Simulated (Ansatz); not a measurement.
Molecular dynamics of ClGeH3O2

The input (input.yaml):

```yaml
crystal:
  periodic: [false, false, false]
  atoms:
    - { symbol: Ge, position_ang: [-0.292218, -0.021291, 0.539224] }
    - { symbol: H, position_ang: [0.926244, -0.089524, 1.60109] }
    - { symbol: O, position_ang: [1.678928, 0.055173, 0.289474] }
    - { symbol: H, position_ang: [2.027959, -0.829094, 0.037781] }
    - { symbol: O, position_ang: [-0.946641, 1.40631, -0.32076] }
    - { symbol: H, position_ang: [-1.163342, 1.170953, -1.246057] }
    - { symbol: Cl, position_ang: [-0.857231, -1.798226, -0.646453] }
basis:
  gaussian: { orbitals: def2-SVP }
hamiltonian:
  xc: pbe
  dispersion: d4
md:
  timestep: 0.5
  n_steps: 200
  ensemble: nve
  temperature: 300.0
  initial_velocities: maxwell_boltzmann
  seed: 8548
```

Run as:

```bash
$ ansatz run input.yaml --threads 2 --pin off --max-ram 3072MiB --backend cpu --events-out ev --progress --plain --runs-dir out
```

It starts at the highest image of a converged band, a first-order saddle point between two minima.

Output, in part (step lines, the closing report, with atoms numbered from 0):

```
md step     0: t =     0.00 fs  T =   300.0 K  F+E_penalty+E_count = -73152.05112758 eV  E_kin = 0.193890 eV  conserved = -73151.85723758 eV  (30 SCF iters)
md step     1: t =     0.50 fs  T =   285.1 K  F+E_penalty+E_count = -73152.04104748 eV  E_kin = 0.184251 eV  conserved = -73151.85679651 eV  (30 SCF iters)
md step     2: t =     1.00 fs  T =   248.0 K  F+E_penalty+E_count = -73152.01639392 eV  E_kin = 0.160296 eV  conserved = -73151.85609767 eV  (30 SCF iters)
md step     3: t =     1.50 fs  T =   204.5 K  F+E_penalty+E_count = -73151.98762000 eV  E_kin = 0.132187 eV  conserved = -73151.85543278 eV  (31 SCF iters)
md step     4: t =     2.00 fs  T =   170.2 K  F+E_penalty+E_count = -73151.96501079 eV  E_kin = 0.110026 eV  conserved = -73151.85498485 eV  (31 SCF iters)
md step     5: t =     2.50 fs  T =   155.9 K  F+E_penalty+E_count = -73151.95562164 eV  E_kin = 0.100782 eV  conserved = -73151.85483983 eV  (31 SCF iters)
md step     6: t =     3.00 fs  T =   165.2 K  F+E_penalty+E_count = -73151.96175591 eV  E_kin = 0.106738 eV  conserved = -73151.85501751 eV  (31 SCF iters)
md step     7: t =     3.50 fs  T =   193.6 K  F+E_penalty+E_count = -73151.98059145 eV  E_kin = 0.125107 eV  conserved = -73151.85548473 eV  (31 SCF iters)
[... lines left out ...]
Total energy: -73152.80946796 eV, -2688.3161631922 hartree
Atom 0 at    -0.830010    -0.069622     0.734184 Å, force     0.173779     1.093009    -0.173126 eV/Å
Atom 1 at     2.811550     0.348919     0.729188 Å, force     2.556133    -0.113104    -1.842377 eV/Å
Atom 2 at     3.660597     0.273418     0.086610 Å, force    -3.379294    -1.831755     0.743097 eV/Å
Atom 3 at     3.364328    -0.580220    -0.427786 Å, force     0.763077     1.940334     1.099041 eV/Å
Atom 4 at    -0.645421     1.093412    -0.670382 Å, force    -0.040739     0.574828     1.293386 eV/Å
Atom 5 at    -0.723340     0.480799    -1.417162 Å, force     0.044655    -0.129912    -0.710471 eV/Å
Atom 6 at    -0.889815    -1.656406    -0.753650 Å, force    -0.117611    -1.533400    -0.409552 eV/Å
Dipole moment:    -0.400445    -0.274895     0.209972 e Å
```

The steps, from the saved trajectory:

```tsv
time (fs)	T (K)	potential energy less start (eV)	conserved less start (meV/atom)
0	300	0.000	0.00
3	165	0.089	0.32
6	205	0.062	0.18
9	298	0.001	0.01
12	267	0.024	0.38
15	782	-0.310	0.19
18	1261	-0.620	0.12
21	1679	-0.892	-0.21
24	1480	-0.760	0.30
27	2292	-1.294	-0.99
30	2242	-1.260	-0.68
33	1785	-0.957	0.38
36	2478	-1.415	-0.98
39	2250	-1.264	-0.52
42	1832	-0.988	0.34
45	2387	-1.353	-0.63
48	2129	-1.181	0.15
51	2043	-1.125	0.25
54	2380	-1.347	-0.41
57	2059	-1.133	0.60
60	2012	-1.105	0.12
63	2077	-1.149	-0.04
66	1888	-1.019	1.06
69	2198	-1.228	-0.18
72	1930	-1.053	0.15
75	1803	-0.966	0.83
78	2077	-1.151	-0.30
81	1656	-0.874	0.27
84	1688	-0.896	0.10
87	2054	-1.138	-0.65
90	1495	-0.770	0.38
93	1633	-0.863	-0.28
96	1829	-0.993	-0.64
99	1269	-0.623	0.45
```

The run went to its last step. The conserved energy stayed within 1.1 meV per atom of its start (net change 0.051 meV per atom), so the integration is sound. The kinetic energy rose, since the run started high on the potential surface and went downhill. It ends in pieces (ClGeHO + H2O), so much of that is their flight and rotation, not heat. A run of 0.1 ps of so small a system gives no equilibrium averages. The orbitals stay closed-shell, which can raise the energy where a bond breaks towards radicals; this wasn't checked here.

Between its relaxed ends the band would form H2–O3 and break Ge1–H2, Ge1–O3. These pairs go: H2–O3 1.52 → 1.07 Å, Ge1–H2 1.62 → 3.67 Å, Ge1–O3 1.99 → 4.55 Å. In the last frame they stand as after the step (other bonds may differ from the relaxed reactants and products). It ends as ClGeHO + H2O. Pairs count as bonded within 1.25 times the sum of covalent radii (0.12 Å more for H–H).

Last frame:

```xyz
7
Properties=species:S:1:pos:R:3
Ge -0.830 -0.070 0.734
H 2.812 0.349 0.729
O 3.661 0.273 0.087
H 3.364 -0.580 -0.428
O -0.645 1.093 -0.670
H -0.723 0.481 -1.417
Cl -0.890 -1.656 -0.754
```

Run time: 3.1 min on 2 threads of AMD EPYC 7R43 64-Core Processor (Zen 3) (shared host), peak memory 0.15 GiB.
